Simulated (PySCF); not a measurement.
# `N#Cc1cc[n+]([O-])cc1`, C6H4N2O

Geometry:
```json
{"atom": "N1", "x (Å)": "3.866", "y (Å)": "-0.318", "z (Å)": "-0.293"}
{"atom": "C2", "x (Å)": "2.720", "y (Å)": "-0.137", "z (Å)": "-0.270"}
{"atom": "C3", "x (Å)": "1.312", "y (Å)": "0.086", "z (Å)": "-0.241"}
{"atom": "C4", "x (Å)": "0.404", "y (Å)": "-0.985", "z (Å)": "-0.222"}
{"atom": "C5", "x (Å)": "-0.951", "y (Å)": "-0.751", "z (Å)": "-0.194"}
{"atom": "N6", "x (Å)": "-1.463", "y (Å)": "0.524", "z (Å)": "-0.184"}
{"atom": "O7", "x (Å)": "-2.691", "y (Å)": "0.717", "z (Å)": "-0.159"}
{"atom": "C8", "x (Å)": "-0.583", "y (Å)": "1.579", "z (Å)": "-0.203"}
{"atom": "C9", "x (Å)": "0.779", "y (Å)": "1.384", "z (Å)": "-0.231"}
{"atom": "H10", "x (Å)": "0.760", "y (Å)": "-2.016", "z (Å)": "-0.229"}
{"atom": "H11", "x (Å)": "-1.715", "y (Å)": "-1.527", "z (Å)": "-0.178"}
{"atom": "H12", "x (Å)": "-1.070", "y (Å)": "2.553", "z (Å)": "-0.193"}
{"atom": "H13", "x (Å)": "1.435", "y (Å)": "2.255", "z (Å)": "-0.244"}
```

Level of theory: quadratic response CAM-B3LYP/aug-cc-pVDZ first hyperpolarisability, Taylor convention, gas phase in PySCF. Geometry: PBE0-D3(BJ)/def2-SVP.

Give the tensor of the second harmonic β(−2ω;ω,ω) at 1907 nm in the axes of these coordinates.

In au, Taylor convention; rows are the first index (the induced dipole):
|  | xx | yy | zz | xy | xz | yz |
| --- | --- | --- | --- | --- | --- | --- |
| x | -473.5 | +35.8 | -19.4 | +90.5 | +8.9 | -1.8 |
| y | +90.1 | -21.0 | +3.1 | +32.9 | -1.8 | -0.7 |
| z | +9.0 | -0.7 | +1.1 | -1.8 | -18.1 | +2.9 |

Norm of βᵢ = ⅓ Σⱼ (βᵢⱼⱼ + βⱼᵢⱼ + βⱼⱼᵢ): 463.9 au, hyper-Rayleigh value 201.4 au.
